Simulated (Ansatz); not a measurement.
Stepwise reaction of `O[SiH](O)[NH][GeH3]` with hydrogen fluoride, as a gas-phase model of exchange steps in deposition or etching. ΔE in kJ/mol.

Calculated with Ansatz (gas phase, PBE0-D4/def2-TZVP geometries, no zero-point term in ΔE). CCSD(T)/CBS adds triple-zeta CCSD(T) − MP2 to the extrapolated MP2 energy (def2 sets, frozen cores). This one scheme is used for every species. DFT in def2-TZVPP. B3LYP here is the variant with VWN-RPA as its local correlation; programs differ in this. For Ge outer-core shells are correlated without core-valence functions, which leaves a few kJ/mol of doubt a bond. Scalar relativity is left out up to krypton. One conformer a species, not always the lowest.

```json
{"step": "1", "reaction": "`O[SiH](O)[NH][GeH3]` + H–F → `O[SiH](F)[NH][GeH3]` + H₂O", "PBE-D4": "-43.8", "B3LYP-D4": "-46.3", "ωB97M-V": "-46.1", "CCSD(T)/CBS": "-45.1"}
{"step": "2", "reaction": "`O[SiH](F)[NH][GeH3]` + H–F → `F[SiH](F)[NH][GeH3]` + H₂O", "PBE-D4": "-41.0", "B3LYP-D4": "-43.7", "ωB97M-V": "-43.2", "CCSD(T)/CBS": "-43.0"}
```

(1) By hand: ΔE of the 2 steps together at CCSD(T)/CBS.

Answers

(1) (-45.1) + (-43.0) = -88.1 kJ/mol, or -44.0 kJ/mol a step.

In ΔE the steps differ by no more than 2.1 kJ/mol. All are downhill at CCSD(T)/CBS. PBE-D4 differs from CCSD(T)/CBS by 1.3 to 2.0 kJ/mol a step. Isolated molecules leave out the surface, adducts and barriers. Largest T1 diagnostic: 0.012.
